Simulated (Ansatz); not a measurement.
Ansatz (an electronic-structure program) job for Zr(OH) (HOZr), SMILES [OH][Zr] (connectivity only; charge and spin as stated), neutral, multiplicity 4, B3LYP-D3(BJ)/def2-TZVPD. 

Ansatz 0.2 input:
```yaml
crystal:
  periodic: [false, false, false]
  atoms:
    - {symbol: Zr, position_ang: [-0.00451225, -0.35477973, -0.00000000]}
    - {symbol: O, position_ang: [0.11756019, 1.52713921, 0.00000000]}
    - {symbol: H, position_ang: [-0.75999145, 1.97407540, -0.00000000]}
basis:
  gaussian:
    orbitals: def2-TZVPD
hamiltonian:
  xc: b3lyp
  dispersion: d3bj
magnetization: {spin_polarized: true, initial_magnetization: 3}
relax: {f_tol: 0.002, max_steps: 200}
```

Program output:

```
WARN ansatz: RAYON_NUM_THREADS=1 ignored (pool sized by the plan → 1); use --threads N
Functional definition: B3LYP
integrals: 0.02 GiB planned
590 factors; their error is unknown
mean field: 0.27 GiB planned
mean field evaluation 1: about -3336.0391 eV, gradient 4.5e1 eV
mean field evaluation 2: about -3260.4747 eV, gradient 1.3e2 eV
mean field evaluation 4: about -3342.8680 eV, gradient 7.6e0 eV
mean field evaluation 8: about -3343.2009 eV, gradient 1.6e-1 eV
mean field evaluation 16: about -3343.2219 eV, gradient 1.5e-1 eV
mean field evaluation 32: about -3343.2358 eV, gradient 1.5e-1 eV
mean field -3343.24434345 eV, -122.8619634893 hartree, gradient 2.6e-8 eV, S^2 3.752352; 4 other end points of the search recorded, 0 dependent functions left out
the calculation of the forces begins
reference -3343.24454573 eV, -122.8619709229 hartree; 12, 9 occupied and 77, 80 virtual orbitals, 590 factors
relax step   1: F+E_penalty+E_count = -3343.30583399 eV  Δ(F+E_penalty+E_count) = +0.000e0 eV  max|allowed force component| = 1.735e0 eV/Å  Δτ_max = 0.0000 Å  (241 SCF iters, accepted)
these checks for a lower state are left out or cut short: starts, cluster_reference, orbital_swaps, neighbouring_geometries, increment
integrals: 0.02 GiB planned
590 factors; their error is unknown
mean field: 0.27 GiB planned
mean field evaluation 64: about -3343.3223 eV, gradient 1.2e-5 eV
mean field -3343.32232304 eV, -122.8648291865 hartree, gradient 8.3e-6 eV, S^2 3.752352; 0 other end points of the search recorded, 0 dependent functions left out
the calculation of the forces begins
reference -3343.32252569 eV, -122.8648366338 hartree; 12, 9 occupied and 77, 80 virtual orbitals, 590 factors
relax step   2: F+E_penalty+E_count = -3343.38460488 eV  Δ(F+E_penalty+E_count) = -7.877e-2 eV  max|allowed force component| = 5.673e-1 eV/Å  Δτ_max = 0.0524 Å  (66 SCF iters, accepted)
these checks for a lower state are left out or cut short: starts, cluster_reference, orbital_swaps, neighbouring_geometries, increment
integrals: 0.02 GiB planned
590 factors; their error is unknown
mean field: 0.27 GiB planned
mean field -3343.34748091 eV, -122.8657537211 hartree, gradient 2.7e-6 eV, S^2 3.752339; 0 other end points of the search recorded, 0 dependent functions left out
the calculation of the forces begins
reference -3343.34768372 eV, -122.8657611744 hartree; 12, 9 occupied and 77, 80 virtual orbitals, 590 factors
relax step   3: F+E_penalty+E_count = -3343.41134670 eV  Δ(F+E_penalty+E_count) = -2.674e-2 eV  max|allowed force component| = 3.130e-1 eV/Å  Δτ_max = 0.0550 Å  (68 SCF iters, accepted)
these checks for a lower state are left out or cut short: starts, cluster_reference, orbital_swaps, neighbouring_geometries, increment
integrals: 0.02 GiB planned
590 factors; their error is unknown
mean field: 0.27 GiB planned
mean field evaluation 96: about -3343.3604 eV, gradient 4.1e-5 eV
mean field -3343.36035627 eV, -122.8662268819 hartree, gradient 9.5e-6 eV, S^2 3.752326; 0 other end points of the search recorded, 0 dependent functions left out
the calculation of the forces begins
reference -3343.36055904 eV, -122.8662343337 hartree; 12, 9 occupied and 77, 80 virtual orbitals, 590 factors
relax step   4: F+E_penalty+E_count = -3343.42542302 eV  Δ(F+E_penalty+E_count) = -1.408e-2 eV  max|allowed force component| = 3.188e-1 eV/Å  Δτ_max = 0.0471 Å  (65 SCF iters, accepted)
these checks for a lower state are left out or cut short: starts, cluster_reference, orbital_swaps, neighbouring_geometries, increment
integrals: 0.02 GiB planned
590 factors; their error is unknown
mean field: 0.27 GiB planned
mean field -3343.37036948 eV, -122.8665948606 hartree, gradient 5.5e-6 eV, S^2 3.752307; 0 other end points of the search recorded, 0 dependent functions left out
the calculation of the forces begins
reference -3343.37057191 eV, -122.8666022998 hartree; 12, 9 occupied and 77, 80 virtual orbitals, 590 factors
relax step   5: F+E_penalty+E_count = -3343.43606886 eV  Δ(F+E_penalty+E_count) = -1.065e-2 eV  max|allowed force component| = 1.961e-1 eV/Å  Δτ_max = 0.0585 Å  (65 SCF iters, accepted)
these checks for a lower state are left out or cut short: starts, cluster_reference, orbital_swaps, neighbouring_geometries, increment
integrals: 0.02 GiB planned
590 factors; their error is unknown
mean field: 0.27 GiB planned
mean field -3343.37199590 eV, -122.8666546302 hartree, gradient 6.4e-6 eV, S^2 3.752313; 0 other end points of the search recorded, 0 dependent functions left out
the calculation of the forces begins
reference -3343.37219827 eV, -122.8666620674 hartree; 12, 9 occupied and 77, 80 virtual orbitals, 590 factors
relax step   6: F+E_penalty+E_count = -3343.43832492 eV  Δ(F+E_penalty+E_count) = -2.256e-3 eV  max|allowed force component| = 1.516e-1 eV/Å  Δτ_max = 0.0449 Å  (64 SCF iters, accepted)
these checks for a lower state are left out or cut short: starts, cluster_reference, orbital_swaps, neighbouring_geometries, increment
integrals: 0.02 GiB planned
590 factors; their error is unknown
mean field: 0.27 GiB planned
mean field evaluation 128: about -3343.3502 eV, gradient 4.2e-3 eV
mean field -3343.37219909 eV, -122.8666620974 hartree, gradient 6.5e-6 eV, S^2 3.752318; 0 other end points of the search recorded, 0 dependent functions left out
the calculation of the forces begins
reference -3343.37240147 eV, -122.8666695347 hartree; 12, 9 occupied and 77, 80 virtual orbitals, 590 factors
relax step   7: F+E_penalty+E_count = -3343.43865489 eV  Δ(F+E_penalty+E_count) = -3.300e-4 eV  max|allowed force component| = 1.005e-2 eV/Å  Δτ_max = 0.0102 Å  (66 SCF iters, accepted)
these checks for a lower state are left out or cut short: starts, cluster_reference, orbital_swaps, neighbouring_geometries, increment
integrals: 0.02 GiB planned
590 factors; their error is unknown
mean field: 0.27 GiB planned
mean field -3343.37219477 eV, -122.8666619388 hartree, gradient 3.6e-6 eV, S^2 3.752318; 0 other end points of the search recorded, 0 dependent functions left out
the calculation of the forces begins
reference -3343.37239715 eV, -122.8666693761 hartree; 12, 9 occupied and 77, 80 virtual orbitals, 590 factors
relax step   8: F+E_penalty+E_count = -3343.43865623 eV  Δ(F+E_penalty+E_count) = -1.343e-6 eV  max|allowed force component| = 4.063e-4 eV/Å  Δτ_max = 0.0007 Å  (50 SCF iters, accepted)
integrals: 0.02 GiB planned
590 factors; their error is unknown
mean field: 0.27 GiB planned
mean field evaluation 160: about -3343.3184 eV, gradient 5.0e-2 eV
mean field evaluation 192: about -3343.3640 eV, gradient 1.3e-1 eV
mean field -3343.37219477 eV, -122.8666619388 hartree, gradient 3.6e-6 eV, S^2 3.752318; 6 other end points of the search recorded, 0 dependent functions left out
the calculation of the forces begins
reference -3343.37239715 eV, -122.8666693761 hartree; 12, 9 occupied and 77, 80 virtual orbitals, 590 factors
Total energy: -3343.43885861 eV, -122.8691117896 hartree
Atom 0 at     0.105013    -0.485302     0.000000 Å, force     0.000000     0.000201     0.000000 eV/Å
Atom 1 at    -0.079382     1.439191    -0.000000 Å, force     0.000109    -0.000406    -0.000000 eV/Å
Atom 2 at    -0.672574     2.192546     0.000000 Å, force    -0.000109     0.000205     0.000000 eV/Å
Dipole moment:    -0.096366    -0.227183    -0.000000 e Å
```

The calculation finished and met its thresholds.

Cost: about 70 core-seconds (a rough figure).
